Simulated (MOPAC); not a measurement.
Input file for MOPAC: PM3 on H2OSn (SMILES [OH][SnH]), a point of a bond scan (R = 3.082 Å).

```
PM3 1SCF PRECISE CHARGE=0 THREADS=1
H2OSn

Sn    -0.18386056 1    -0.15025870 1     0.19526245 1
H     -1.45520735 1     0.01473920 1    -1.07212820 1
O      1.21528417 1     0.79939053 1    -0.86933130 1
H      0.28945329 1     1.77116912 1    -3.64377175 1
```

It printed:

```
*******************************************************************************
 **                                                                           **
 **                              MOPAC v23.2.5                                **
 **                                                                           **
 *******************************************************************************
 ** MOPAC's Digital Object Identifier: https://doi.org/10.5281/zenodo.6511958 **
 **                                                                           **
 ** Please cite the open-source release paper for use of this MOPAC version:  **
 ** J. E. Moussa and J. J. P. Stewart (2026)                                  **
 ** MOPAC: An open-source semiempirical molecular orbital program             **
 ** J. Open Source Softw., 11(119), 8025, https://doi.org/10.21105/joss.08025 **
 *******************************************************************************

                              PM3 CALCULATION RESULTS

 *******************************************************************************
 *  PM3        - The PM3 Hamiltonian to be used
 *
 *
 *
 *                 CHARGE ON SYSTEM = 0
 *
 *
 *
 *  PRECISE    - TIGHTER CRITERIA TO BE USED
 *  1SCF       - DO 1 SCF AND THEN STOP
 *  THREADS=1  - MULTI-THREADING NOT USED
 *  T=         - A TIME OF 172800.0 SECONDS REQUESTED
 *  DUMP=N     - RESTART FILE WRITTEN EVERY 7200.0 SECONDS REQUESTED
 *******************************************************************************
PM3 1SCF PRECISE CHARGE=0 THREADS=1
 H2OSn

   ATOM   CHEMICAL          X               Y               Z
  NUMBER   SYMBOL      (ANGSTROMS)     (ANGSTROMS)     (ANGSTROMS)

     1      Sn         -0.18386056  *  -0.15025870  *   0.19526245  *
     2       H         -1.45520735  *   0.01473920  *  -1.07212820  *
     3       O          1.21528417  *   0.79939053  *  -0.86933130  *
     4       H          0.28945329  *   1.77116912  *  -3.64377175  *



          CARTESIAN COORDINATES

    NO.       ATOM           X           Y           Z

     1        Sn         -0.1839     -0.1503      0.1953
     2         H         -1.4552      0.0147     -1.0721
     3         O          1.2153      0.7994     -0.8693
     4         H          0.2895      1.7712     -3.6438

  H: (PM3): J. J. P. STEWART, J. COMP. CHEM. 10, 209 (1989).
  O: (PM3): J. J. P. STEWART, J. COMP. CHEM. 10, 209 (1989).
 Sn: (PM3): J. J. P. STEWART, J. COMP. CHEM. 12, 320-341 (1991).

           Empirical Formula: H2 O Sn  =     4 atoms



      MOLECULAR POINT GROUP   :   Cs


      RHF CALCULATION, NO. OF DOUBLY OCCUPIED LEVELS = 6



 ALL CONVERGERS ARE NOW FORCED ON
 SHIFT=10, PULAY ON, CAMP-KING ON
 AND ITERATION COUNTER RESET



 -------------------------------------------------------------------------------
 PM3 1SCF PRECISE CHARGE=0 THREADS=1
 H2OSn



     1SCF WAS SPECIFIED, SO BFGS WAS NOT USED
     SCF FIELD WAS ACHIEVED


                              PM3 CALCULATION
                                                       MOPAC v23.2.5 Linux




          FINAL HEAT OF FORMATION =        181.79427 KCAL/MOL =     760.62722 KJ/MOL


          COSMO AREA              =        108.45 SQUARE ANGSTROMS
          COSMO VOLUME            =         91.34 CUBIC ANGSTROMS

          IONIZATION POTENTIAL    =          7.917321 EV
          HOMO LUMO ENERGIES (EV) =         -7.917 -4.246
          NO. OF FILLED LEVELS    =          6
          MOLECULAR WEIGHT        =        136.7052         POINT GROUP:  Cs

          MOLECULAR DIMENSIONS (Angstroms)

            Atom       Atom       Distance
            H     4   Sn     1     4.31904
            O     3    H     2     2.75234
            H     2   Sn     1     0.00000


          SCF CALCULATIONS        =          1





   ATOM   CHEMICAL          X               Y               Z
  NUMBER   SYMBOL      (ANGSTROMS)     (ANGSTROMS)     (ANGSTROMS)

     1      Sn         -0.18386056  *  -0.15025870  *   0.19526245  *
     2       H         -1.45520735  *   0.01473920  *  -1.07212820  *
     3       O          1.21528417  *   0.79939053  *  -0.86933130  *
     4       H          0.28945329  *   1.77116912  *  -3.64377175  *

                             CARTESIAN COORDINATES

   1   Sn       -0.183860560    -0.150258700     0.195262450
   2    H       -1.455207350     0.014739200    -1.072128200
   3    O        1.215284170     0.799390530    -0.869331300
   4    H        0.289453290     1.771169120    -3.643771750


           Empirical Formula: H2 O Sn  =     4 atoms



      MOLECULAR POINT GROUP   :   Cs


                  EIGENVALUES
 -30.46184 -14.44291 -11.50712 -10.58056 -10.36876  -7.91732  -4.24636  -1.42378
   0.86949   1.70416


              NET ATOMIC CHARGES AND DIPOLE CONTRIBUTIONS

  ATOM NO.   TYPE          CHARGE      No. of ELECS.   s-Pop       p-Pop
    1         Sn           0.583119        3.4169     1.59875     1.81813
    2          H          -0.169792        1.1698     1.16979
    3          O          -0.581362        6.5814     1.91523     4.66613
    4          H           0.168035        0.8320     0.83196
 DIPOLE           X         Y         Z       TOTAL
 POINT-CHG.    -2.488    -1.236     0.908     2.923
 HYBRID         0.291     0.912    -1.774     2.016
 SUM           -2.197    -0.324    -0.866     2.383


          ATOMIC ORBITAL ELECTRON POPULATIONS

     Atom    s        px        py        pz
    1 Sn   1.59875   0.65572   0.47145   0.69095
    2  H   1.16979
    3  O   1.91523   1.69339   1.53859   1.43415
    4  H   0.83196

 **********************
 *                    *
 * JOB ENDED NORMALLY *
 *                    *
 **********************




 == MOPAC DONE ==
```

The run finished.

Cost: around 0.07 core-seconds (rough).
